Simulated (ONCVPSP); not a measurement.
Cutoff test, arsenic, ONCV

```
Element                 : arsenic
Generator               : ONCVPSP 4.0.1
Type                    : optimised norm-conserving Vanderbilt (ONCV)
Functional              : PBE
Relativity              : scalar-relativistic
Frozen core             : [Ne]
Valence charge          : 23
Reference configuration : 3s2 3p6 3d10 4s2 4p2 (charge +1)
Partial waves           : 3s+4s: rc 1.05 bohr, ncon 5, nbas 8, qcut 11.9 1/bohr, 2 projectors; 3p+4p: rc 0.85 bohr, ncon 5, nbas 9, qcut 13.9 1/bohr, 2 projectors; 3d: rc 0.70 bohr, ncon 5, nbas 10, qcut 27.4 1/bohr, 2 projectors, debl 1 Ha
Local potential         : polynomial inside 0.65 bohr (lpopt 5, dvloc0 3 Ha)
Core correction         : Teter function fitted to the true core (icmod 2), fcfact 0.3
```

In the d channel the program set the typed energies aside and used -1.852, 0.250 Ha.

Problem. For each optimised wave give the share of its norm inside rc, the residual kinetic energy above qcut (Ha) and the cutoffs (Ha) for errors of 10, 1, 0.1 and 0.01 mHa per electron.

Solution.

```
         wave  norm inside rc  residual KE  10 mHa  1 mHa  0.1 mHa  0.01 mHa
           3s           0.963      7.3e-05    45.7   58.5     69.3     147.5
           4s           0.078      5.0e-05    36.4   54.6     67.0     117.5
           3p           0.838      3.3e-05    50.8   62.2     72.2     307.6
           4p           0.031      5.7e-06    37.9   51.6     62.9      75.8
           3d           0.615      1.0e-08   203.6  246.5    283.0     312.7
d projector 2           0.036      1.9e-09   149.5  204.2    248.8     286.9
```

The occupied waves need 246 Ha and 283 Ha for 1 and 0.1 mHa.
